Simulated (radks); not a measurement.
Results of a calculation; reference values are marked as such.
Q: The mean radii <r> (bohr) of the occupied orbitals of an atom or ion are listed with their occupations. Code: a radial shooting solver on a logarithmic mesh with Libxc functionals. Model: Dirac Kohn-Sham, BLYP, spin-unpolarised, spherical densities, finite nucleus; Fermi nuclear charge, rms radius of each element as measured or else 0.836 A^(1/3) + 0.57 fm.

orbital  occ.      <r>
1s1/2       2  0.02842
2s1/2       2   0.1222
2p1/2       2   0.1032
2p3/2       4   0.1087
3s1/2       2   0.3303
3p1/2       2   0.3209
3p3/2       4   0.3322
3d3/2       4   0.3034
3d5/2       6   0.3070
4s1/2       2   0.7906
4p1/2       2   0.8323
4p3/2       4   0.8616
4d3/2       4    1.022
4d5/2       6    1.035
5s1/2       2    2.163
5p1/2       2    2.620

Name the element and its charge. Open shells, if any, fill j = l - 1/2 first.

A: Z = 51, antimony, charge +1: Sb+ in [Kr] 4d10 5s2 5p2. The 1s radius gives Z: for a bare nucleus <r> = (2 gamma + 1)/(2Z) with gamma = sqrt(1 - (Z/c)^2), 0.028 bohr for Z = 51, and screening makes it slightly larger (0.02842 here). The occupations add up to 50, and the charge is Z minus that.
